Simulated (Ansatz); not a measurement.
Molecule: pyrazin-2-ylsilane, C$_{4}$H$_{6}$N$_{2}$Si (charge 0, singlet). SMILES: [SiH3]c1cnccn1
Coordinates optimised at B3LYP-D3(BJ)/def2-TZVP (Ansatz, an electronic-structure program):
```
C
N 1 1.3457
C 2 1.3273 1 117.26
H 3 1.0847 2 117.29 1 -180.00
C 3 1.3929 4 120.88 2 180.00
N 5 1.3289 3 121.78 4 -180.00
C 6 1.3329 5 116.28 3 0.00
H 5 1.0846 6 117.31 7 -180.00
H 7 1.0847 6 116.54 5 180.00
Si 1 1.8852 2 116.15 3 -180.00
H 10 1.4791 1 109.62 2 -60.10
H 10 1.4791 11 109.49 1 -120.29
H 10 1.4819 11 109.66 12 -120.35
```

Wanted: atomisation energy (electronic, to ground-state atoms), in kJ/mol. Cores are frozen in the correlated levels unless marked. UHF or UKS for open shells. No spin-orbit coupling. Non-relativistic. The coupled-cluster limit lacks core correlation, which all-electron functionals hold. CBS marks a two-point X^-3 extrapolation of the correlation energy; Hartree-Fock from the larger set.

The Hartree-Fock reference is unstable (checked in the largest basis), which strains HF and MP2. 

```json
[
 {"level": "SVWN5/def2-TZVPD", "program": "Ansatz", "atomisation energy (kJ/mol)": "6410.8"},
 {"level": "PBE0/def2-QZVPP", "program": "Ansatz", "atomisation energy (kJ/mol)": "5548.5"},
 {"level": "r2SCANh/def2-TZVPD", "program": "Ansatz", "atomisation energy (kJ/mol)": "…"},
 {"level": "LC-wPBE-D4/def2-TZVPD", "program": "Ansatz + dftd4", "atomisation energy (kJ/mol)": "…"},
 {"level": "CCSD/STO-3G", "program": "Ansatz", "atomisation energy (kJ/mol)": "5345.6"},
 {"level": "CCSD(T) with core electrons (1s frozen past Ne)/cc-pwCVTZ", "program": "Ansatz", "atomisation energy (kJ/mol)": "…"},
 {"level": "CCSD(T)/CBS(cc-pV(T+d)Z,cc-pV(Q+d)Z)", "program": "Ansatz", "atomisation energy (kJ/mol)": "5485.9"}
]
```

Task: Fill in the missing entries.

Result: 
- r2SCANh/def2-TZVPD, atomisation energy (kJ/mol): 5466.2
- LC-wPBE-D4/def2-TZVPD, atomisation energy (kJ/mol): 5540.1
- CCSD(T) with core electrons (1s frozen past Ne)/cc-pwCVTZ, atomisation energy (kJ/mol): 5350.8
